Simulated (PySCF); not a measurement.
## C₃H₁₁ClO₂Si₃: full NMR table

```yaml
Formula: C3H11ClO2Si3
SMILES: CC1(C)O[Si@@H](O[SiH3])[Si@@H]1Cl
Point_group_of_the_computed_structure: C1
Degrees_of_unsaturation: 1
Carbon_signals: 3
Proton_signals: 5
```

Numbering as in the mapped SMILES `[CH3:1][C:2]1([CH3:3])[O:4][Si@@H:5]([O:6][SiH3:7])[Si@@H:8]1[Cl:9]`. Hydrogens are named by the atom that carries them.

Computed data (PySCF 2.14.0 with density-fitted response routines): GIAO PBE0/pcSseg-1 shieldings, geometry: GFN2-xTB. Relativity neglected, in vacuum, one conformer, equivalent nuclei averaged.

Scale: $^{1}$H (31.72 ppm), $^{13}$C (186.93 ppm), $^{29}$Si (349.16 ppm) vs TMS; $^{17}$O (336.08 ppm) vs H2O (reference shieldings calculated alike).

| carbon | δC, type | δH (multiplicity) | HMBC from (2–3 bonds) | span of the C tensor (ppm) |
| --- | --- | --- | --- | --- |
| C1 | 32.1, CH3 | 1.48 (s) | H(Si8), H(C3) | 44 |
| C2 | 81.0, C | – | H(Si8), H(Si5), H(C3), H(C1) | 74 |
| C3 | 30.9, CH3 | 1.58 (s) | H(Si8), H(C1) | 38 |

Other nuclei:
```tsv
atoms	nucleus	environment	δ (ppm)	σ (ppm)
H(Si8)	$^{1}$H	hydrogen on a silicon bonded to C, Cl, Si, in a 4-membered ring	5.81	25.90
H(Si5)	$^{1}$H	hydrogen on a silicon bonded to 2 O, Si, in a 4-membered ring	5.39	26.33
H(Si7)	$^{1}$H	hydrogen on a silicon bonded to O	5.14	26.57
Si8	$^{29}$Si	silicon bonded to C, Cl, Si, H, in a 4-membered ring	22.0	327.2
Si5	$^{29}$Si	silicon bonded to 2 O, Si, H, in a 4-membered ring	-16.7	365.9
Si7	$^{29}$Si	silicon bonded to O, 3 H	-42.6	391.8
O4	$^{17}$O	oxygen bonded to C, Si, in a 4-membered ring	166.7	169.4
O6	$^{17}$O	oxygen bonded to 2 Si	61.8	274.3
```

- Carbon types of the structure: 1 × C, 2 × CH3, leaving 5 H on heteroatoms.
- δC 81.0: fully substituted sp3 carbon bonded to O and Si; deshielded by the electronegative neighbour.
- δC 32.1, 30.9: methyl carbon; aliphatic region, no heteroatom directly attached.
- δH 5.81: hydrogen on a silicon bonded to C, Cl, Si, in a 4-membered ring.
- δH 5.39: hydrogen on a silicon bonded to 2 O, Si, in a 4-membered ring.
- δH 5.14: hydrogen on a silicon bonded to O.

Shifts are as computed. Against solution values, carbons near 30 ppm lie about +3 ppm off and those near 130 ppm about +5 ppm. Of 1211 compounds with measured shifts, 218 miss one by over three times the rms of a fit or turn the order of signals round; such compounds aren't used in these exercises. Experimental scales use liquid or dissolved standards, which lie at an offset from isolated H2O (liquid H2O: subtract about 36 ppm). Multiplicities follow the n + 1 count of equivalent neighbours, as no J values were calculated; m marks all less simple cases, F and P coupling included.
